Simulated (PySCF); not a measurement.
Simulation results for B$_{2}$H$_{3}$N

All values are calculated (PySCF 2.14.0). Calculation on a computer-drawn molecule: vertical ionisation energy to the stated ion spin, frozen-core CCSD(T) at the basis limit and cheaper methods, single-reference cases, UHF for radicals, no spin-orbit; all values are single points at the evaluated structure, the first of each entry, which is the reference or a displaced copy of it and isn't optimised; the reference structure only sets the zero of the energies above reference; triples share is (T) over the correlation energy.

Common to all runs: charge 0; multiplicity 1; ion multiplicity 2; diffuse functions no; basis cc-pVnZ; reference is the Hartree-Fock double-zeta minimum; best is HF at quadruple zeta + MP2 correlation extrapolated from triple and quadruple zeta + CCSD(T) minus MP2 at triple zeta; basis step is the size of the change from the same recipe one zeta lower.

```json
{"entry": 1, "formula": "B2H3N", "evaluated_structure": {"atoms_angstrom": [["B", -3.6062, -0.4658, -0.4909], ["B", -2.2598, -1.2787, -1.097], ["N", -1.3035, -1.9183, -1.5645], ["H", -3.6233, 0.7202, -0.5478], ["H", -4.5361, -1.089, -0.0014], ["H", -0.3859, -2.4849, -1.9692]]}, "reference_structure": {"atoms_angstrom": [["B", -3.586, -0.4645, -0.4887], ["B", -2.2527, -1.3075, -1.1022], ["N", -1.2829, -1.9199, -1.5475], ["H", -3.6291, 0.7306, -0.5381], ["H", -4.5061, -1.0502, 0.0042], ["H", -0.507, -2.4106, -1.9049]]}, "given": {"drawn_bonds_atom": [1, 2, 1, 1, 3], "drawn_bonds_other_atom": [2, 3, 4, 5, 6], "drawn_bonds_order": [1, 2, 1, 1, 1]}, "results": {"ionisation_energy_best [eV]": 10.92, "ionisation_energy_basis_step [eV]": 0.04217, "energy_above_reference_best [kcal/mol]": 11.02, "energy_above_reference_basis_step [kcal/mol]": 0.2073, "triple_zeta_method": ["HF", "PBE", "r2SCAN", "B3LYP", "wB97X", "MP2", "CCSD", "CCSD(T)"], "triple_zeta_ionisation_energy [eV]": [8.941, 10.54, 10.47, 10.62, 10.61, 11.02, 10.6, 10.78], "triple_zeta_energy_above_reference [kcal/mol]": [14.87, 9.371, 10.98, 11.12, 11.58, 10.94, 11.5, 10.86], "ionisation_energy_Koopmans_at_triple_zeta [eV]": 11.29, "ionisation_energy_EOM_CCSD_at_triple_zeta [eV]": 10.77, "total_energy_HF_triple_zeta [hartree]": -105.5564, "total_energy_CCSD(T)_triple_zeta [hartree]": -105.9983, "total_energy_best [hartree]": -106.0509, "T1_diagnostic_at_triple_zeta": 0.01747, "D1_diagnostic_at_triple_zeta": 0.04986, "ion_T1_diagnostic_at_triple_zeta": 0.02048, "ion_D1_diagnostic_at_triple_zeta": 0.07552, "ion_spin_squared_at_triple_zeta": 0.765, "triples_share_at_triple_zeta": 0.04397, "basis_functions_triple_zeta": 132, "dipole_magnitude_HF_at_triple_zeta [debye]": 0.1434, "dipole_magnitude_CCSD_unrelaxed_at_triple_zeta [debye]": 0.522, "dipole_magnitude_PBE_at_triple_zeta [debye]": 0.7702, "dipole_magnitude_r2SCAN_at_triple_zeta [debye]": 0.6076, "dipole_magnitude_B3LYP_at_triple_zeta [debye]": 0.518, "dipole_magnitude_wB97X_at_triple_zeta [debye]": 0.2798}}
{"entry": 2, "formula": "B2H3N", "evaluated_structure": {"atoms_angstrom": [["B", -3.6062, -0.4658, -0.4909], ["B", -2.2598, -1.2787, -1.097], ["N", -1.3035, -1.9183, -1.5645], ["H", -3.6233, 0.7202, -0.5478], ["H", -4.5361, -1.089, -0.0014], ["H", -0.354, -2.5046, -1.9833]]}, "reference_structure": {"atoms_angstrom": [["B", -3.586, -0.4645, -0.4887], ["B", -2.2527, -1.3075, -1.1022], ["N", -1.2829, -1.9199, -1.5475], ["H", -3.6291, 0.7306, -0.5381], ["H", -4.5061, -1.0502, 0.0042], ["H", -0.507, -2.4106, -1.9049]]}, "given": {"drawn_bonds_atom": [1, 2, 1, 1, 3], "drawn_bonds_other_atom": [2, 3, 4, 5, 6], "drawn_bonds_order": [1, 2, 1, 1, 1]}, "results": {"ionisation_energy_best [eV]": 10.89, "ionisation_energy_basis_step [eV]": 0.04118, "energy_above_reference_best [kcal/mol]": 15.95, "energy_above_reference_basis_step [kcal/mol]": 0.2397, "triple_zeta_method": ["HF", "PBE", "r2SCAN", "B3LYP", "wB97X", "MP2", "CCSD", "CCSD(T)"], "triple_zeta_ionisation_energy [eV]": [8.895, 10.51, 10.43, 10.58, 10.57, 10.99, 10.56, 10.74], "triple_zeta_energy_above_reference [kcal/mol]": [20.69, 13.99, 15.91, 16.06, 16.68, 15.9, 16.56, 15.78], "ionisation_energy_Koopmans_at_triple_zeta [eV]": 11.26, "ionisation_energy_EOM_CCSD_at_triple_zeta [eV]": 10.73, "total_energy_HF_triple_zeta [hartree]": -105.5471, "total_energy_CCSD(T)_triple_zeta [hartree]": -105.9905, "total_energy_best [hartree]": -106.0431, "T1_diagnostic_at_triple_zeta": 0.01758, "D1_diagnostic_at_triple_zeta": 0.05009, "ion_T1_diagnostic_at_triple_zeta": 0.02057, "ion_D1_diagnostic_at_triple_zeta": 0.07476, "ion_spin_squared_at_triple_zeta": 0.7663, "triples_share_at_triple_zeta": 0.04429, "basis_functions_triple_zeta": 132, "dipole_magnitude_HF_at_triple_zeta [debye]": 0.0987, "dipole_magnitude_CCSD_unrelaxed_at_triple_zeta [debye]": 0.5956, "dipole_magnitude_PBE_at_triple_zeta [debye]": 0.8421, "dipole_magnitude_r2SCAN_at_triple_zeta [debye]": 0.6821, "dipole_magnitude_B3LYP_at_triple_zeta [debye]": 0.5923, "dipole_magnitude_wB97X_at_triple_zeta [debye]": 0.3544}}
{"entry": 3, "formula": "B2H3N", "evaluated_structure": {"atoms_angstrom": [["B", -3.6062, -0.4658, -0.4909], ["B", -2.2598, -1.2787, -1.097], ["N", -1.3035, -1.9183, -1.5645], ["H", -3.6233, 0.7202, -0.5478], ["H", -4.5361, -1.089, -0.0014], ["H", -0.3166, -2.5277, -1.9998]]}, "reference_structure": {"atoms_angstrom": [["B", -3.586, -0.4645, -0.4887], ["B", -2.2527, -1.3075, -1.1022], ["N", -1.2829, -1.9199, -1.5475], ["H", -3.6291, 0.7306, -0.5381], ["H", -4.5061, -1.0502, 0.0042], ["H", -0.507, -2.4106, -1.9049]]}, "given": {"drawn_bonds_atom": [1, 2, 1, 1, 3], "drawn_bonds_other_atom": [2, 3, 4, 5, 6], "drawn_bonds_order": [1, 2, 1, 1, 1]}, "results": {"ionisation_energy_best [eV]": 10.84, "ionisation_energy_basis_step [eV]": 0.03979, "energy_above_reference_best [kcal/mol]": 22.32, "energy_above_reference_basis_step [kcal/mol]": 0.2765, "triple_zeta_method": ["HF", "PBE", "r2SCAN", "B3LYP", "wB97X", "MP2", "CCSD", "CCSD(T)"], "triple_zeta_ionisation_energy [eV]": [8.839, 10.47, 10.39, 10.54, 10.52, 10.95, 10.52, 10.7], "triple_zeta_energy_above_reference [kcal/mol]": [28.16, 20.02, 22.3, 22.45, 23.29, 22.33, 23.09, 22.15], "ionisation_energy_Koopmans_at_triple_zeta [eV]": 11.23, "ionisation_energy_EOM_CCSD_at_triple_zeta [eV]": 10.68, "total_energy_HF_triple_zeta [hartree]": -105.5352, "total_energy_CCSD(T)_triple_zeta [hartree]": -105.9803, "total_energy_best [hartree]": -106.0329, "T1_diagnostic_at_triple_zeta": 0.01773, "D1_diagnostic_at_triple_zeta": 0.05037, "ion_T1_diagnostic_at_triple_zeta": 0.02074, "ion_D1_diagnostic_at_triple_zeta": 0.07387, "ion_spin_squared_at_triple_zeta": 0.7683, "triples_share_at_triple_zeta": 0.04469, "basis_functions_triple_zeta": 132, "dipole_magnitude_HF_at_triple_zeta [debye]": 0.1234, "dipole_magnitude_CCSD_unrelaxed_at_triple_zeta [debye]": 0.6801, "dipole_magnitude_PBE_at_triple_zeta [debye]": 0.9248, "dipole_magnitude_r2SCAN_at_triple_zeta [debye]": 0.7683, "dipole_magnitude_B3LYP_at_triple_zeta [debye]": 0.6784, "dipole_magnitude_wB97X_at_triple_zeta [debye]": 0.4429}}
```
